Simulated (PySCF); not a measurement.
C₃H₆OSi, SMILES C[Si@H](C#C)O. The structure is a stationary point at r2SCAN-D4/def2-SVP. The structure was generated by enumeration; whether it is a known compound was not checked. The values are those of a single conformer.

Computed equilibrium geometry at r2SCAN-D4/def2-SVP (PySCF confirms it by a frequency run) as a Z-matrix (one conformer of several):
```
Si
O 1 1.6683
H 2 0.9643 1 116.37
H 1 1.4948 2 111.10 3 -65.16
C 1 1.8432 4 106.72 2 -119.96
C 5 1.2220 4 148.02 1 -179.42
H 6 1.0759 4 157.91 1 -179.92
C 1 1.8573 4 111.71 2 119.21
H 8 1.1011 1 110.30 4 177.98
H 8 1.1012 9 108.31 1 121.63
H 8 1.1015 9 108.28 10 117.28
```
